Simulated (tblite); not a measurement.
Species: C4H10BO2 (charge -1).
Numbering: `[CH3:1][O:2][BH2-:3][CH2:4][CH2:5][CH:6]=[O:7]` (hydrogens: H8, H9, H10 on C1; H11, H12 on B3; H13, H14 on C4; H15, H16 on C5; H17 on C6)
Bond orders are those of one Lewis drawing.

Computed with GFN2-xTB (tblite), gas phase: L-BFGS steps from a force-field or distance-geometry start until the largest atomic force falls under 0.01 eV/Å.

Step 117: E = -632.2965 eV
```
atom  x, y, z in Å  |  force x, y, z in eV/Å
C1      2.7440    0.7197    0.4422   -0.049   0.017  -0.005
O2      1.4170    0.4608    0.6513   -0.069  -0.042   0.042
B3      0.7859   -0.4520   -0.3883   -0.038   0.000   0.000
C4     -0.7351   -0.8261    0.1528    0.004   0.018   0.003
C5     -1.6137    0.4371    0.2806    0.029   0.000  -0.009
C6     -2.8223   -0.0156    0.9881    0.034  -0.013  -0.029
O7     -3.9084   -0.2664    0.5029   -0.021  -0.014   0.014
H8      3.3560   -0.2015    0.4041    0.008  -0.033  -0.002
H9      3.1260    1.3470    1.2635   -0.009   0.009  -0.009
H10     2.9234    1.2550   -0.5097    0.026   0.028  -0.043
H11     0.7286    0.1083   -1.4736    0.041   0.030   0.003
H12     1.4377   -1.4842   -0.4833   -0.014  -0.019   0.010
H13    -1.2251   -1.5274   -0.5294    0.007  -0.004   0.036
H14    -0.6637   -1.3164    1.1272   -0.009   0.034   0.002
H15    -1.0543    1.1749    0.8534    0.028  -0.022  -0.018
H16    -1.8467    0.8154   -0.7150    0.019   0.028   0.035
H17    -2.6563   -0.2166    2.0728    0.014  -0.015  -0.031
```

Step 118: E = -632.2983 eV
```
atom  x, y, z in Å  |  force x, y, z in eV/Å
C1      2.7386    0.7221    0.4427   -0.033  -0.032  -0.007
O2      1.4101    0.4648    0.6493   -0.025  -0.028   0.025
B3      0.7837   -0.4520   -0.3908   -0.023  -0.008   0.002
C4     -0.7372   -0.8247    0.1506    0.029   0.019  -0.006
C5     -1.6120    0.4403    0.2796    0.009   0.001  -0.003
C6     -2.8186   -0.0165    0.9872    0.022  -0.040   0.006
O7     -3.9078   -0.2613    0.5050    0.000   0.002   0.010
H8      3.3452   -0.2039    0.4129    0.018  -0.006  -0.012
H9      3.1233    1.3513    1.2614   -0.034   0.009  -0.006
H10     2.9266    1.2516   -0.5119   -0.003   0.008  -0.019
H11     0.7387    0.1080   -1.4760    0.014   0.016  -0.007
H12     1.4291   -1.4900   -0.4802    0.003   0.012   0.017
H13    -1.2277   -1.5344   -0.5233   -0.001   0.030   0.028
H14    -0.6561   -1.3092    1.1271   -0.026   0.038   0.006
H15    -1.0469    1.1761    0.8492    0.015  -0.032   0.011
H16    -1.8495    0.8263   -0.7111    0.023   0.005  -0.005
H17    -2.6466   -0.2366    2.0679    0.011   0.005  -0.041
```

Step 119: E = -632.2988 eV
```
atom  x, y, z in Å  |  force x, y, z in eV/Å
C1      2.7364    0.7236    0.4416   -0.040  -0.016  -0.011
O2      1.4087    0.4616    0.6507    0.003  -0.020   0.016
B3      0.7835   -0.4553   -0.3900   -0.010  -0.006   0.000
C4     -0.7372   -0.8252    0.1509    0.020   0.014  -0.003
C5     -1.6096    0.4409    0.2802   -0.002   0.001  -0.005
C6     -2.8174   -0.0159    0.9861    0.000  -0.035  -0.003
O7     -3.9075   -0.2556    0.5024    0.030   0.006   0.024
H8      3.3446   -0.2009    0.4072    0.020  -0.001  -0.019
H9      3.1215    1.3504    1.2627   -0.039   0.004  -0.015
H10     2.9215    1.2593   -0.5118   -0.014  -0.017   0.013
H11     0.7424    0.1052   -1.4750    0.009   0.011  -0.009
H12     1.4269   -1.4950   -0.4774    0.007   0.018   0.015
H13    -1.2294   -1.5352   -0.5209   -0.003   0.026   0.019
H14    -0.6555   -1.3087    1.1277   -0.026   0.037   0.011
H15    -1.0424    1.1754    0.8492    0.009  -0.032   0.020
H16    -1.8476    0.8283   -0.7096    0.027   0.005  -0.016
H17    -2.6459   -0.2410    2.0656    0.009   0.004  -0.038
```

Step 120: E = -632.2995 eV
```
atom  x, y, z in Å  |  force x, y, z in eV/Å
C1      2.7312    0.7281    0.4386   -0.012  -0.033  -0.001
O2      1.4071    0.4526    0.6554    0.046  -0.014  -0.002
B3      0.7836   -0.4635   -0.3867    0.019  -0.002  -0.005
C4     -0.7368   -0.8267    0.1524   -0.008   0.003   0.000
C5     -1.6046    0.4418    0.2820   -0.013   0.004  -0.011
C6     -2.8150   -0.0141    0.9833   -0.035  -0.013  -0.015
O7     -3.9065   -0.2431    0.4959    0.067   0.005   0.043
H8      3.3482   -0.1924    0.3871   -0.015   0.045  -0.015
H9      3.1172    1.3466    1.2665   -0.040  -0.009  -0.037
H10     2.9071    1.2789   -0.5095   -0.033  -0.039   0.044
H11     0.7516    0.0964   -1.4726   -0.003   0.005  -0.007
H12     1.4227   -1.5066   -0.4696    0.013   0.025   0.013
H13    -1.2331   -1.5347   -0.5177   -0.003   0.013   0.006
H14    -0.6569   -1.3097    1.1295   -0.022   0.035   0.014
H15    -1.0345    1.1740    0.8508    0.001  -0.033   0.032
H16    -1.8419    0.8310   -0.7070    0.033   0.010  -0.030
H17    -2.6464   -0.2466    2.0611    0.006  -0.004  -0.028
```

Q: Estimate the geometry and energy of step 121. (The exact step hangs on the optimiser's Hessian estimate; all steps are aligned on step 120, rigid shifts and turns removed.)

A: E = -632.3000 eV, largest force 0.088 eV/Å
```
atom  x, y, z in Å  |  force x, y, z in eV/Å
C1      2.7285    0.7291    0.4373   -0.004  -0.008  -0.006
O2      1.4064    0.4480    0.6575    0.052  -0.008  -0.006
B3      0.7837   -0.4670   -0.3852    0.028   0.001  -0.005
C4     -0.7362   -0.8273    0.1532   -0.027  -0.005   0.003
C5     -1.6020    0.4421    0.2826   -0.016   0.008  -0.014
C6     -2.8135   -0.0138    0.9820   -0.037   0.011  -0.020
O7     -3.9054   -0.2386    0.4936    0.067  -0.002   0.042
H8      3.3492   -0.1882    0.3788   -0.015   0.039  -0.014
H9      3.1141    1.3449    1.2674   -0.033  -0.009  -0.038
H10     2.9003    1.2867   -0.5087   -0.041  -0.051   0.059
H11     0.7541    0.0930   -1.4714   -0.004   0.001  -0.004
H12     1.4220   -1.5106   -0.4657    0.016   0.020   0.006
H13    -1.2345   -1.5329   -0.5172   -0.003  -0.003  -0.001
H14    -0.6592   -1.3103    1.1306   -0.015   0.031   0.012
H15    -1.0308    1.1727    0.8523   -0.004  -0.029   0.034
H16    -1.8379    0.8319   -0.7065    0.032   0.015  -0.030
H17    -2.6458   -0.2477    2.0590    0.005  -0.011  -0.017
```

The energy changes by -0.0005 eV. The first-order estimate −F·Δx gives -0.0006 eV and the mean of the old and new forces, exact on a quadratic surface, -0.0005 eV. The step makes an angle of 81° with the force vector and moves no atom by more than 0.010 Å.

What follows is the cost of the whole relaxation. Hardware: one thread of an Arm Neoverse N1, shared host. Cost: 1.4 s wall.
